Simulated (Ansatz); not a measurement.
Other settings, tried on (ClBe-mu-OH)2 (Be₂Cl₂O₂H₂).

```yaml
crystal:
  periodic: [false, false, false]
  atoms:
    - {symbol: Be, position_ang: [-0.382828, 0.968756, 0.456638]}
    - {symbol: Cl, position_ang: [-1.004895, 2.551379, 1.205028]}
    - {symbol: O, position_ang: [0.386487, 0.570265, -0.885400]}
    - {symbol: Be, position_ang: [0.381357, -0.968816, -0.457487]}
    - {symbol: Cl, position_ang: [1.007921, -2.551044, -1.202994]}
    - {symbol: O, position_ang: [-0.388615, -0.570446, 0.884197]}
    - {symbol: H, position_ang: [0.720133, 1.058641, -1.642486]}
    - {symbol: H, position_ang: [-0.719550, -1.058745, 1.642515]}
basis:
  gaussian: {orbitals: x2c-TZVPPall, nuclear_model: gaussian}
hamiltonian: {xc: {name: r2SCANh}}
```

```sh
$ ansatz run in.yaml --threads 2 --pin off --events-out ev --progress --plain --max-ram 4352MiB
```

Output, abridged:

```
Functional definition: r2SCANh
1296 factors; their error is unknown
mean field evaluation 1: about -30054.2896 eV, gradient 7.3e1 eV
mean field evaluation 2: about -30040.8467 eV, gradient 1.1e2 eV
mean field evaluation 4: about -30062.6225 eV, gradient 3.8e0 eV
mean field evaluation 8: about -30062.6461 eV, gradient 2.7e-2 eV
mean field evaluation 16: about -30062.6698 eV, gradient 7.8e-5 eV
mean field -30062.66981028 eV, -1104.7827383185 hartree, gradient 7.8e-5 eV, S^2 0.000000; 0 other end points of the search recorded, 0 dependent functions left out
reference -30062.66982351 eV, -1104.7827388044 hartree; 30, 30 occupied and 182, 182 virtual orbitals, 1296 factors
Total energy: -30062.66982351 eV, -1104.7827388044 hartree
Relativity: scalar
```

Hardware: 2 threads of Intel Xeon Platinum 8488C on a shared host. Wall time 4.6 s.

DK, ANO-RCC and x2c sets are all-electron and run with scalar relativity unless a key says otherwise.
